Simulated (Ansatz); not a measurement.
CH8OSSi2, SMILES `CO[SiH2]S[SiH3]`. Charge 0, multiplicity 1. The geometry is a stationary point of PBE0-D4/def2-TZVP. It is one conformer, not always the lowest.

```xyz
13

C     2.058    0.179   -0.585
O     0.944    0.453    0.234
Si    0.202   -0.675    1.164
S    -1.737    0.038    1.633
Si   -2.285    0.545   -0.375
H     2.978    0.124    0.007
H     2.158    0.990   -1.308
H     1.936   -0.763   -1.132
H     0.897   -0.896    2.458
H     0.149   -1.950    0.397
H    -3.767    0.514   -0.427
H    -1.725   -0.457   -1.319
H    -1.806    1.898   -0.745
```

Q: What is the dipole moment at r2SCAN/def2-TZVPP? (An estimate is asked.)

A: The calculation gave: 2.01 D, with components (1.42, -0.41, -1.37) D in this frame, pointing from negative to positive charge.

Q: And with PBE, B3LYP, ωB97M-V? (Estimate.)

A: The calculation gave: PBE 1.92 D, B3LYP 2.02 D, ωB97M-V 2.03 D.

Q: Give the Mulliken charges with r2SCAN, ωB97M-V, B3LYP in def2-TZVPP. (Estimate.)

A: Ansatz gave: 
```json
{"atom": "C1", "r2SCAN": "0.01", "ωB97M-V": "-0.18", "B3LYP": "-0.12"}
{"atom": "O2", "r2SCAN": "-0.38", "ωB97M-V": "-0.36", "B3LYP": "-0.37"}
{"atom": "Si3", "r2SCAN": "0.51", "ωB97M-V": "0.37", "B3LYP": "0.50"}
{"atom": "S4", "r2SCAN": "-0.33", "ωB97M-V": "-0.27", "B3LYP": "-0.32"}
{"atom": "Si5", "r2SCAN": "0.34", "ωB97M-V": "0.18", "B3LYP": "0.31"}
{"atom": "H6", "r2SCAN": "0.07", "ωB97M-V": "0.12", "B3LYP": "0.10"}
{"atom": "H7", "r2SCAN": "0.07", "ωB97M-V": "0.13", "B3LYP": "0.11"}
{"atom": "H8", "r2SCAN": "0.06", "ωB97M-V": "0.11", "B3LYP": "0.10"}
{"atom": "H9", "r2SCAN": "-0.08", "ωB97M-V": "-0.03", "B3LYP": "-0.08"}
{"atom": "H10", "r2SCAN": "-0.08", "ωB97M-V": "-0.03", "B3LYP": "-0.08"}
{"atom": "H11", "r2SCAN": "-0.06", "ωB97M-V": "-0.01", "B3LYP": "-0.05"}
{"atom": "H12", "r2SCAN": "-0.06", "ωB97M-V": "-0.02", "B3LYP": "-0.06"}
{"atom": "H13", "r2SCAN": "-0.06", "ωB97M-V": "-0.01", "B3LYP": "-0.05"}
```

B3LYP here is the variant with VWN-RPA as its local correlation; programs differ in this.
